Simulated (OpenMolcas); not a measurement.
Rh5+ in a point-charge field

Rh5+ among 5 point charges of -1.6 e arranged as a trigonal bipyramid (D3h), 1.94 Å from the ion, with the axial distance 1.746 Å.

```yaml
Program: OpenMolcas
Method: "SS-CASPT2, IPEA 0.25 Eh, imaginary shift 0.1 Eh (closed shells correlated: 4s 4p)"
Basis: ANO-RCC-VDZP [6s5p3d1f]
Scalar_Hamiltonian: DKH2, point nucleus
Active_space: 4 electrons in 5 orbitals (4d)
State_averaging: 2S+1 = 5 even, 5 roots; 2S+1 = 3 even, 45 roots; 2S+1 = 1 even, 50 roots
Spin-orbit_coupling: RASSI with atomic mean-field integrals over the reference wave functions
```

The lowest spin-free states (labels of D3, the rotations of D3h), above the lowest:

```csv
State,Degeneracy,E (cm-1),Free-ion L (%)
5A1,1,0,D (100)
5E,2,8040,D (100)
5E,2,11220,D (100)
3E,2,21700,H (78)
3A2,1,22570,H (78)
3A1,1,22580,H (78)
3A2,1,23630,P (54)
3E,2,24010,H (50)
3E,2,25900,P (51)
3A1,1,26170,G (81)
3E,2,28000,H (45)
3E,2,28290,H (100)
3A2,1,28680,H (79)
3A1,1,29450,F (49)
3A2,1,29460,F (49)
3E,2,29810,F (41)
3E,2,29820,F (69)
2S+1 = 1,2,30420,I (100)
3E,2,32200,P (45)
1A1,1,32740,I (58)
```

The lowest levels with spin-orbit coupling:

```
E (cm-1)  Degeneracy  Label      2S+1                g
       0           1     A1         5                 
     160           2      E         5   0.00 0.00 3.98
     560           2      E         5   0.00 0.00 7.96
    7770           1     A2         5                 
    7940           2      E         5   0.00 0.00 5.67
    7960           1     A1         5                 
    8340           2      E         5   0.00 0.00 2.04
    8780           2      E         5   0.00 0.00 5.82
    9230           2                5   0.00 0.00 9.86
   10330           1     A2         5                 
   10360           1     A1         5                 
   11370           2      E         5   0.00 0.00 0.31
   12150           2      E         5   0.00 0.00 4.17
   12780           1     A1         5                 
   12780           1     A2         5                 
   13300           2      E         5  0.00 0.00 11.92
   21360           1     A1  3 (89 %)                 
   21390           2                3   0.00 0.00 4.64
   21640           2      E         3   0.00 0.00 8.08
   22330           2      E         3   0.00 0.00 2.68
```

Powder χT (cm3 K/mol): 0.036 at 2 K, 0.18 at 10 K, 0.886 at 50 K, 1.47 at 100 K, 1.88 at 200 K, 2.05 at 300 K. The effective moment at 300 K is 2.828 √(χT) = 4.05 μB.

The lowest level has 2S+1 = 5, for which the spin-only value is χT = S(S+1) / 2 = 3.000 cm3 K/mol (g = 2). The computed 2.046 at 300 K differs by -0.954, through orbital momentum, spin-orbit coupling and any other state in reach.

Roots that are degenerate in the reference are averaged as groups; the widest CASPT2 spread within a group is 190 cm-1 (the 2-fold group of multiplicity 5 near 11200 cm-1 above the lowest state of its run). Shifts and gaps below about the spread of the groups concerned are not significant. Point charges give a weaker field than real ligands, and real ions of this kind are as a rule low spin; the high spin found here belongs to the model. Free-ion shares, where given, are those of the reference states; single-state CASPT2 does not remix them. This is an electrostatic model: the charges have no orbitals. No measured value stands beside these numbers.

With an even number of electrons the g values are those of a degenerate or nearly degenerate non-Kramers pair.
